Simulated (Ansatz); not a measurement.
System: LaCl2, charge 1, multiplicity 1. 
Coordinates optimised at B3LYP-D3(BJ)/def2-TZVP (Ansatz, a first-principles code):
```xyz
3

La     0.3406    -0.0286     0.4362
Cl     1.0190     0.4048    -1.9492
Cl    -2.1609    -0.3090     0.4867
```
Charge +1, spin multiplicity 1.

Basis-set convergence of Hartree-Fock and MP2 correlation energies (hartree) with Ansatz. Correlated levels leave the core frozen unless marked. Spin-orbit coupling is left out. Frozen are the shells of the preceding noble gas and the d and f shells that filled before the atom's block. Past Kr the def2 sets carry scalar-relativistic core potentials.

```json
[
 {"basis": "def2-SVP", "functions": "68", "E(HF)": "-949.82032", "E(corr, MP2)": "-0.30188"},
 {"basis": "def2-TZVPP", "functions": "140", "E(HF)": "-950.13700", "E(corr, MP2)": "-0.41817"},
 {"basis": "def2-QZVPP", "functions": "221", "E(HF)": "-950.16434", "E(corr, MP2)": "-0.45971"}
]
```

Extrapolating the two largest sets (X = 3 and 4) as X^-3: E(corr) = (64·(-0.45971) - 27·(-0.41817))/37 = -0.4900 Eh, an estimate of the basis-set limit. The largest set recovers 93.8 % of it, the smallest 61.6 %.
